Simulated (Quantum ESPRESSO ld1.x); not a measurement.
Problem. Isoelectronic series with 42 electrons, all held in the configuration [Kr] 4d5 5s1, which need not be the ground one along the series. All-electron calculation, Dirac Kohn-Sham, BLYP, spin-unpolarised, spherical densities, point nucleus; open shells are shared between the two j in proportion to 2j + 1. Program: ld1.x of Quantum ESPRESSO 7.5. Total energies (hartree) and orbital eigenvalues (Ry):

ion,E (hartree),4d5/2,4d3/2
Mo,-4049.74,-0.26122,-0.27619
Tc+,-4286.52,-1.01732,-1.03903
Ru2+,-4530.95,-2.00023,-2.02977
Rh3+,-4783.02,-3.17064,-3.20913
Pd4+,-5042.75,-4.50899,-4.55767
Ag5+,-5310.17,-6.00400,-6.06422
Cd6+,-5585.29,-7.64851,-7.72171
In7+,-5868.15,-9.43763,-9.52537
Sn8+,-6158.80,-11.3678,-11.4718
Sb9+,-6457.27,-13.4365,-13.5584
Te10+,-6763.60,-15.6416,-15.7834
I11+,-7077.83,-17.9816,-18.1453
Cs13+,-7730.21,-23.0610,-23.2751
Ba14+,-8068.46,-25.7987,-26.0414
La15+,-8414.82,-28.6672,-28.9412
Ce16+,-8769.35,-31.6660,-31.9740
Pr17+,-9132.09,-34.7946,-35.1394
Nd18+,-9503.13,-38.0525,-38.4371
Pm19+,-9882.51,-41.4394,-41.8668

Estimate the row of Xe12+.

Solution. E (hartree) -7400.02; 4d5/2 -20.4551; 4d3/2 -20.6428.
